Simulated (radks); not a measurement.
Neutral sulfur, configuration [Ne] 3s2 3p4 (the NIST ground configuration). Method: scalar-relativistic Kohn-Sham, LDA (Slater exchange, VWN5 correlation), spin-unpolarised, spherical densities, point nucleus; hard spherical wall at 3.5 bohr; computed with a radial shooting solver on a logarithmic mesh with Libxc functionals.

Normalised radial functions P(r) = r R(r), r in bohr:

```
   r/bohr * 2s, o 3d (the largest magnitude, 1.5, reaches the edge; | marks zero, & curves that meet)
 0.006824                             o   *
 0.008538                             o    *
  0.01068                             o     *
  0.01336                             o      *
  0.01672                             o       *
  0.02092                             o        *
  0.02596                             o         *
  0.03248                             o           *
  0.04063                             o           *
  0.05083                             o            *
  0.06359                             o           *
  0.07956                             o         *
  0.09954                             o      *
   0.1235                             o *
   0.1545                        *    o
   0.1934                 *           |o
   0.2419          *                  |o
   0.3026    *                        | o
   0.3786  *                          | o
   0.4699   *                         |  o
   0.5879        *                    |    o
   0.7355              *              |      o
   0.9201                    *        |        o
    1.151                         *   |          o
     1.44                            *|            o
    1.787                             *             o
    2.236                             *            o
    2.798                             *        o
      3.5                             &
```

2s: eigenvalue -201.51 eV, 1 radial node at r = 0.132 bohr, <r> = 0.482 bohr, 90 % of the charge inside 0.756 bohr. 3d (empty): eigenvalue 16.697 eV, 0 radial nodes, <r> = 1.86 bohr, 90 % of the charge inside 2.65 bohr.
